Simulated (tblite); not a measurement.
Record of a relaxation.

C₄H₁₁FGeSi.
SMILES with atom numbers: `[CH2:1]=[C:2]([CH3:3])[Si@H:4]([F:5])[GeH2:6][CH3:7]` (hydrogens: H8, H9 on C1; H10, H11, H12 on C3; H13 on Si4; H14, H15 on Ge6; H16, H17, H18 on C7)

Computed with GFN2-xTB (tblite), gas phase: L-BFGS steps from a force-field or distance-geometry start until the largest atomic force falls under 0.01 eV/Å. 10 of its 146 geometries are shown.

Step 0: E = -614.1809 eV, largest atomic force 1.809 eV/Å
```
atom  x, y, z in Å  |  force x, y, z in eV/Å
C1     -1.481    1.352    0.083   -1.043   0.425   0.215
C2     -1.564    0.044   -0.110   -0.269  -0.031   0.218
C3     -2.854   -0.692   -0.003   -1.036   0.300  -0.007
Si4    -0.078   -0.990   -0.493    0.599  -0.961   1.074
F5      0.301   -1.854    0.941   -0.391   0.774  -1.588
Ge6     1.608    0.427   -1.119    0.231   0.134  -0.398
C7      3.237    0.123   -0.075    0.268   0.305  -0.188
H8     -2.392    1.933    0.314    0.606  -0.279  -0.140
H9     -0.571    1.923    0.028   -0.037  -0.084   0.058
H10    -3.684    0.062    0.004    0.459  -0.845   0.185
H11    -3.019   -1.378   -0.850    0.163   0.338   0.294
H12    -2.878   -1.311    0.913   -0.034   0.420  -0.387
H13    -0.392   -1.923   -1.573   -0.013  -0.279   0.240
H14     1.939    0.161   -2.620   -0.074   0.305   0.535
H15     1.187    1.902   -0.991    0.379  -0.326  -0.303
H16     4.027    0.749   -0.514   -0.027  -0.260   0.397
H17     3.524   -0.931   -0.190   -0.015   0.425   0.356
H18     3.081    0.409    0.981    0.233  -0.359  -0.561
```

Step 16: E = -614.5662 eV, largest atomic force 0.173 eV/Å
```
atom  x, y, z in Å  |  force x, y, z in eV/Å
C1     -1.583    1.365    0.114   -0.002  -0.070   0.002
C2     -1.651    0.055   -0.090   -0.044  -0.037  -0.044
C3     -2.949   -0.695    0.009    0.064  -0.013   0.013
Si4    -0.105   -0.948   -0.532   -0.141   0.027  -0.014
F5      0.314   -1.815    0.775    0.036   0.065   0.040
Ge6     1.676    0.422   -1.161    0.100  -0.109  -0.090
C7      3.311    0.135   -0.098    0.077  -0.025   0.051
H8     -2.443    1.968    0.353   -0.102  -0.032   0.035
H9     -0.650    1.905    0.064    0.010  -0.021  -0.020
H10    -3.799   -0.017    0.065    0.033  -0.017   0.018
H11    -3.078   -1.360   -0.845    0.017   0.077   0.047
H12    -2.938   -1.317    0.906    0.001   0.028  -0.050
H13    -0.423   -2.042   -1.453    0.003   0.072  -0.024
H14     2.019    0.229   -2.629    0.013  -0.021   0.126
H15     1.386    1.900   -1.126    0.015   0.048  -0.003
H16     4.142    0.739   -0.447    0.017   0.060  -0.070
H17     3.623   -0.906   -0.127   -0.039  -0.053  -0.045
H18     3.137    0.387    0.945   -0.061   0.021   0.028
```

Step 32: E = -614.5866 eV, largest atomic force 0.081 eV/Å
```
atom  x, y, z in Å  |  force x, y, z in eV/Å
C1     -1.643    1.369    0.132   -0.006   0.009  -0.016
C2     -1.682    0.065   -0.102   -0.021   0.000  -0.006
C3     -2.961   -0.707    0.018   -0.013  -0.021  -0.002
Si4    -0.123   -0.900   -0.562    0.022   0.020   0.013
F5      0.323   -1.704    0.774   -0.013  -0.049   0.020
Ge6     1.716    0.403   -1.170    0.069   0.004  -0.043
C7      3.344    0.118   -0.089   -0.020  -0.006   0.005
H8     -2.520    1.931    0.412   -0.041   0.016   0.016
H9     -0.730    1.938    0.055    0.034   0.010  -0.007
H10    -3.816   -0.043    0.127   -0.004   0.021   0.010
H11    -3.111   -1.333   -0.858   -0.002  -0.010  -0.011
H12    -2.923   -1.361    0.888    0.050  -0.018  -0.010
H13    -0.427   -1.995   -1.484   -0.006   0.019   0.020
H14     2.102    0.150   -2.613   -0.018   0.010   0.044
H15     1.458    1.893   -1.182    0.010  -0.007  -0.015
H16     4.166    0.732   -0.451   -0.019  -0.019   0.009
H17     3.654   -0.924   -0.124   -0.013   0.008  -0.023
H18     3.163    0.371    0.953   -0.008   0.014  -0.004
```

Step 48: E = -614.5925 eV, largest atomic force 0.047 eV/Å
```
atom  x, y, z in Å  |  force x, y, z in eV/Å
C1     -1.679    1.395    0.127    0.005  -0.015  -0.001
C2     -1.690    0.090   -0.103   -0.002  -0.009  -0.010
C3     -2.943   -0.720    0.025    0.009  -0.017   0.006
Si4    -0.121   -0.864   -0.553   -0.010  -0.014  -0.019
F5      0.284   -1.698    0.780    0.015   0.004  -0.019
Ge6     1.734    0.409   -1.177   -0.016   0.020   0.036
C7      3.346    0.108   -0.082   -0.001  -0.008   0.012
H8     -2.568    1.935    0.415   -0.038   0.028   0.000
H9     -0.780    1.985    0.046    0.032   0.007  -0.016
H10    -3.810   -0.089    0.210    0.006   0.007   0.015
H11    -3.114   -1.300   -0.881   -0.002   0.012   0.002
H12    -2.839   -1.425    0.849   -0.003  -0.010  -0.004
H13    -0.433   -1.946   -1.490    0.010   0.017   0.021
H14     2.119    0.097   -2.602    0.002   0.002  -0.040
H15     1.505    1.902   -1.242   -0.003  -0.028   0.008
H16     4.182    0.708   -0.434   -0.006  -0.004   0.003
H17     3.638   -0.939   -0.123    0.000   0.000   0.006
H18     3.161    0.359    0.959   -0.001   0.006   0.000
```

Step 64: E = -614.5957 eV, largest atomic force 0.042 eV/Å
```
atom  x, y, z in Å  |  force x, y, z in eV/Å
C1     -1.683    1.405    0.097   -0.010  -0.007   0.000
C2     -1.686    0.094   -0.100   -0.007  -0.007   0.009
C3     -2.932   -0.726    0.046   -0.008  -0.001   0.002
Si4    -0.119   -0.860   -0.558   -0.003   0.004  -0.010
F5      0.317   -1.702    0.760   -0.025   0.000   0.003
Ge6     1.734    0.408   -1.179    0.006   0.017  -0.003
C7      3.334    0.098   -0.070    0.000   0.006   0.002
H8     -2.574    1.948    0.376    0.005  -0.003  -0.002
H9     -0.786    1.998   -0.008   -0.011  -0.019  -0.006
H10    -3.792   -0.112    0.308    0.040   0.004   0.012
H11    -3.145   -1.246   -0.887    0.000   0.001   0.015
H12    -2.788   -1.482    0.817   -0.004   0.019  -0.017
H13    -0.442   -1.934   -1.496    0.000  -0.019  -0.006
H14     2.113    0.113   -2.611    0.013   0.002  -0.005
H15     1.506    1.901   -1.226    0.003   0.004   0.001
H16     4.180    0.685   -0.420    0.002   0.001   0.002
H17     3.618   -0.952   -0.089   -0.014   0.001  -0.003
H18     3.135    0.369    0.964    0.011  -0.001   0.007
```

Step 81: E = -614.5983 eV, largest atomic force 0.019 eV/Å
```
atom  x, y, z in Å  |  force x, y, z in eV/Å
C1     -1.686    1.404    0.056   -0.004   0.006  -0.006
C2     -1.683    0.090   -0.117   -0.003   0.004   0.006
C3     -2.922   -0.730    0.075    0.006  -0.003   0.004
Si4    -0.119   -0.860   -0.587   -0.006   0.005   0.000
F5      0.299   -1.701    0.739   -0.002  -0.004  -0.005
Ge6     1.737    0.421   -1.179   -0.001   0.019  -0.002
C7      3.319    0.093   -0.051    0.004   0.002  -0.003
H8     -2.574    1.945    0.347    0.004   0.004   0.003
H9     -0.797    2.001   -0.086   -0.002  -0.003  -0.005
H10    -3.749   -0.124    0.439    0.003  -0.003  -0.010
H11    -3.210   -1.192   -0.868   -0.008  -0.003   0.003
H12    -2.731   -1.531    0.787    0.002  -0.003   0.010
H13    -0.429   -1.941   -1.522   -0.002  -0.001  -0.010
H14     2.144    0.145   -2.608   -0.001  -0.009   0.004
H15     1.511    1.915   -1.216    0.002  -0.013   0.008
H16     4.180    0.655   -0.405    0.012   0.002   0.004
H17     3.576   -0.964   -0.059    0.002  -0.002   0.001
H18     3.125    0.380    0.979   -0.006   0.001  -0.002
```

Step 97: E = -614.5995 eV, largest atomic force 0.069 eV/Å
```
atom  x, y, z in Å  |  force x, y, z in eV/Å
C1     -1.687    1.406    0.025   -0.007   0.011   0.006
C2     -1.688    0.089   -0.129    0.007   0.011   0.007
C3     -2.916   -0.735    0.106    0.002   0.010   0.007
Si4    -0.127   -0.858   -0.616    0.006   0.009   0.007
F5      0.271   -1.735    0.692    0.006  -0.002  -0.015
Ge6     1.741    0.428   -1.172    0.019  -0.058   0.032
C7      3.320    0.094   -0.035   -0.015   0.001  -0.014
H8     -2.567    1.951    0.336    0.023  -0.004  -0.019
H9     -0.801    1.998   -0.153   -0.040  -0.001   0.012
H10    -3.740   -0.130    0.480    0.015   0.006  -0.010
H11    -3.224   -1.211   -0.824   -0.002  -0.011   0.009
H12    -2.703   -1.524    0.825    0.003  -0.005  -0.001
H13    -0.434   -1.910   -1.584   -0.004  -0.006  -0.008
H14     2.144    0.152   -2.602    0.020   0.009   0.009
H15     1.523    1.920   -1.197   -0.009   0.034  -0.007
H16     4.188    0.650   -0.383   -0.021  -0.012   0.000
H17     3.570   -0.965   -0.037   -0.001   0.017   0.003
H18     3.119    0.387    0.993   -0.002  -0.010  -0.020
```

Step 113: E = -614.6050 eV, largest atomic force 0.025 eV/Å
```
atom  x, y, z in Å  |  force x, y, z in eV/Å
C1     -1.731    1.421   -0.112    0.005   0.010   0.014
C2     -1.685    0.097   -0.157    0.003  -0.019   0.003
C3     -2.855   -0.743    0.254    0.003  -0.001   0.002
Si4    -0.155   -0.842   -0.746    0.008  -0.004  -0.011
F5      0.196   -1.900    0.435    0.000   0.020  -0.009
Ge6     1.764    0.427   -1.143   -0.012  -0.008  -0.021
C7      3.300    0.075    0.041    0.000   0.001   0.004
H8     -2.605    1.956    0.230   -0.001  -0.001  -0.001
H9     -0.894    2.033   -0.412    0.006  -0.002  -0.009
H10    -3.649   -0.135    0.681   -0.013   0.002  -0.004
H11    -3.247   -1.278   -0.610   -0.001  -0.006   0.000
H12    -2.548   -1.488    0.986    0.019   0.006   0.001
H13    -0.495   -1.745   -1.848   -0.002   0.006   0.015
H14     2.243    0.191   -2.558   -0.006   0.007   0.005
H15     1.548    1.922   -1.139    0.000   0.004  -0.006
H16     4.182    0.610   -0.302    0.009   0.002   0.008
H17     3.536   -0.986    0.065   -0.011  -0.009  -0.003
H18     3.085    0.393    1.058   -0.007  -0.008   0.013
```

Step 129: E = -614.6078 eV, largest atomic force 0.039 eV/Å
```
atom  x, y, z in Å  |  force x, y, z in eV/Å
C1     -1.745    1.430   -0.167    0.010  -0.020   0.003
C2     -1.679    0.106   -0.177    0.006  -0.015   0.010
C3     -2.803   -0.749    0.321   -0.011  -0.005  -0.004
Si4    -0.165   -0.822   -0.820    0.007   0.007  -0.014
F5      0.188   -1.923    0.320   -0.002  -0.012   0.002
Ge6     1.769    0.441   -1.153   -0.001   0.024  -0.002
C7      3.259    0.052    0.081   -0.013   0.003  -0.019
H8     -2.609    1.964    0.198   -0.029   0.003   0.017
H9     -0.930    2.042   -0.523    0.010   0.016  -0.019
H10    -3.611   -0.147    0.732    0.005   0.002   0.003
H11    -3.197   -1.359   -0.491    0.007   0.012  -0.007
H12    -2.438   -1.430    1.087   -0.005   0.011   0.011
H13    -0.535   -1.675   -1.951    0.018  -0.001   0.013
H14     2.293    0.224   -2.554    0.000   0.000  -0.006
H15     1.547    1.938   -1.142    0.025  -0.025   0.009
H16     4.162    0.580   -0.218   -0.016  -0.002   0.014
H17     3.475   -1.015    0.082   -0.009   0.025   0.020
H18     3.012    0.348    1.098    0.000  -0.024  -0.031
```

Step 145: E = -614.6098 eV, largest atomic force 0.009 eV/Å
```
atom  x, y, z in Å  |  force x, y, z in eV/Å
C1     -1.759    1.432   -0.212    0.002  -0.003  -0.001
C2     -1.668    0.110   -0.189   -0.002  -0.002  -0.006
C3     -2.757   -0.748    0.380    0.005   0.000  -0.002
Si4    -0.167   -0.807   -0.878   -0.003   0.001   0.003
F5      0.188   -1.945    0.225    0.001  -0.001   0.001
Ge6     1.773    0.456   -1.172    0.004   0.006   0.006
C7      3.212    0.028    0.105    0.005   0.001   0.002
H8     -2.617    1.958    0.179   -0.006   0.000  -0.001
H9     -0.976    2.050   -0.625    0.004   0.002   0.001
H10    -3.571   -0.146    0.779    0.005   0.001   0.002
H11    -3.150   -1.408   -0.392   -0.004   0.001  -0.003
H12    -2.358   -1.378    1.172    0.001   0.000   0.005
H13    -0.540   -1.628   -2.029    0.001   0.001  -0.001
H14     2.333    0.258   -2.562   -0.003  -0.003  -0.002
H15     1.573    1.953   -1.133    0.000  -0.008   0.001
H16     4.132    0.555   -0.140   -0.003   0.005   0.001
H17     3.421   -1.039    0.099   -0.006   0.002  -0.002
H18     2.921    0.305    1.116   -0.001  -0.005  -0.004
```

Problem. Summarise the path.

Solution. The energy falls by 9.89 kcal/mol from step 0 to step 145; nine tenths of that is first reached at step 17. It falls at every step. The largest force goes from 1.809 to 0.009 eV/Å. Among the bonds Si4–F5 changes most, from 1.716 to 1.624 Å; the atoms move by 0.474 Å rms after alignment.

Problem. Follow the three bonds and two angles with the largest change from start to end.

Solution. 
| step | E above end (kcal/mol) | largest force (eV/Å) | Si4–F5 (Å) | Ge6–H14 (Å) | Si4–Ge6 (Å) | C2–Si4–Ge6 (°) | F5–Si4–H13 (°) |
| --- | --- | --- | --- | --- | --- | --- | --- |
| 0 | 9.89 | 1.809 | 1.716 | 1.560 | 2.290 | 107.6 | 110.1 |
| 6 | 2.52 | 0.348 | 1.616 | 1.493 | 2.292 | 109.4 | 103.6 |
| 13 | 1.21 | 0.112 | 1.625 | 1.508 | 2.336 | 111.1 | 99.4 |
| 19 | 0.79 | 0.122 | 1.625 | 1.512 | 2.343 | 113.7 | 100.2 |
| 25 | 0.64 | 0.060 | 1.624 | 1.513 | 2.337 | 114.7 | 101.4 |
| 32 | 0.53 | 0.081 | 1.623 | 1.515 | 2.334 | 115.4 | 101.8 |
| 38 | 0.46 | 0.092 | 1.624 | 1.507 | 2.333 | 116.3 | 101.1 |
| 44 | 0.42 | 0.048 | 1.625 | 1.513 | 2.335 | 116.2 | 101.3 |
| 50 | 0.39 | 0.032 | 1.624 | 1.511 | 2.334 | 116.7 | 101.3 |
| 57 | 0.36 | 0.040 | 1.624 | 1.510 | 2.331 | 117.1 | 101.4 |
| 63 | 0.33 | 0.037 | 1.624 | 1.512 | 2.331 | 116.7 | 101.4 |
| 69 | 0.29 | 0.041 | 1.625 | 1.511 | 2.332 | 117.0 | 101.2 |
| 76 | 0.27 | 0.021 | 1.624 | 1.511 | 2.333 | 116.6 | 101.2 |
| 82 | 0.26 | 0.024 | 1.624 | 1.511 | 2.332 | 116.5 | 101.2 |
| 88 | 0.26 | 0.017 | 1.624 | 1.511 | 2.333 | 116.5 | 101.2 |
| 95 | 0.25 | 0.033 | 1.624 | 1.511 | 2.334 | 116.5 | 101.2 |
| 101 | 0.21 | 0.054 | 1.624 | 1.513 | 2.333 | 116.9 | 101.5 |
| 107 | 0.16 | 0.040 | 1.624 | 1.510 | 2.334 | 116.7 | 101.7 |
| 113 | 0.11 | 0.025 | 1.624 | 1.512 | 2.335 | 116.6 | 101.3 |
| 120 | 0.10 | 0.026 | 1.623 | 1.511 | 2.333 | 116.6 | 101.4 |
| 126 | 0.06 | 0.026 | 1.624 | 1.511 | 2.335 | 116.6 | 101.5 |
| 132 | 0.02 | 0.033 | 1.624 | 1.512 | 2.333 | 116.2 | 101.8 |
| 139 | 0.00 | 0.013 | 1.624 | 1.512 | 2.333 | 116.4 | 101.3 |
| 145 | 0.00 | 0.009 | 1.624 | 1.511 | 2.333 | 116.4 | 101.3 |

The cost below is that of the whole relaxation. Time: 1.9 s wall. Hardware: Arm Neoverse N1, one thread (shared host).
